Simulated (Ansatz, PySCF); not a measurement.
ethylene carbonate cation (C3H4O3), SMILES O=C1OCCO1 (connectivity only; charge and spin as stated), charge +1, multiplicity 2. Atoms are numbered in the order given.

```xyz
10

O      2.0620    -0.0420     0.0000
C      0.9021    -0.0134     0.0000
O      0.0514     0.0076     1.1075
C     -1.2761     0.0421     0.7504
C     -1.2761     0.0421    -0.7504
O      0.0514     0.0076    -1.1075
H     -1.8105    -0.8183     1.2293
H     -1.7654     0.9289     1.2293
H     -1.7654     0.9289    -1.2293
H     -1.8105    -0.8183    -1.2293
```
Charge +1, spin multiplicity 2.

Coordinates come from a ωB97X-D3(BJ)/def2-SVP optimisation. The multiplicity is an assumed one; no other spin state was optimised. One conformer was computed; it need not be the lowest.

Two levels are set side by side: PBE-D3(BJ)/def2-SVP (Ansatz, a quantum-chemistry and plane-wave program) and ωB97X-D3(BJ)/def2-SVP (PySCF). Each level has its own optimised geometry; the coordinates shown are those of the second. Differences are taken from unrounded values.

```json
[
 {"quantity": "mean bond length (Å)", "ωB97X-D3(BJ)": "1.269", "PBE-D3(BJ)": "1.277", "PBE-D3(BJ) minus ωB97X-D3(BJ)": "0.009"},
 {"quantity": "bond O1–C2 (Å)", "ωB97X-D3(BJ)": "1.160", "PBE-D3(BJ)": "1.213", "PBE-D3(BJ) minus ωB97X-D3(BJ)": "0.053"},
 {"quantity": "bond C2–O3 (Å)", "ωB97X-D3(BJ)": "1.397", "PBE-D3(BJ)": "1.351", "PBE-D3(BJ) minus ωB97X-D3(BJ)": "-0.046"},
 {"quantity": "bond C2–O6 (Å)", "ωB97X-D3(BJ)": "1.397", "PBE-D3(BJ)": "1.351", "PBE-D3(BJ) minus ωB97X-D3(BJ)": "-0.046"},
 {"quantity": "bond O3–C4 (Å)", "ωB97X-D3(BJ)": "1.375", "PBE-D3(BJ)": "1.427", "PBE-D3(BJ) minus ωB97X-D3(BJ)": "0.052"},
 {"quantity": "bond C4–C5 (Å)", "ωB97X-D3(BJ)": "1.501", "PBE-D3(BJ)": "1.527", "PBE-D3(BJ) minus ωB97X-D3(BJ)": "0.026"},
 {"quantity": "bond C5–O6 (Å)", "ωB97X-D3(BJ)": "1.375", "PBE-D3(BJ)": "1.427", "PBE-D3(BJ) minus ωB97X-D3(BJ)": "0.052"},
 {"quantity": "bond C4–H7 (Å)", "ωB97X-D3(BJ)": "1.120", "PBE-D3(BJ)": "1.121", "PBE-D3(BJ) minus ωB97X-D3(BJ)": "0.001"},
 {"quantity": "bond C4–H8 (Å)", "ωB97X-D3(BJ)": "1.120", "PBE-D3(BJ)": "1.117", "PBE-D3(BJ) minus ωB97X-D3(BJ)": "-0.003"},
 {"quantity": "bond C5–H9 (Å)", "ωB97X-D3(BJ)": "1.120", "PBE-D3(BJ)": "1.117", "PBE-D3(BJ) minus ωB97X-D3(BJ)": "-0.003"},
 {"quantity": "bond C5–H10 (Å)", "ωB97X-D3(BJ)": "1.120", "PBE-D3(BJ)": "1.121", "PBE-D3(BJ) minus ωB97X-D3(BJ)": "0.001"}
]
```

GGA bonds tend to be longer and softer than those of functionals with exact exchange. Differences between two approximate levels are no errors against the true value.
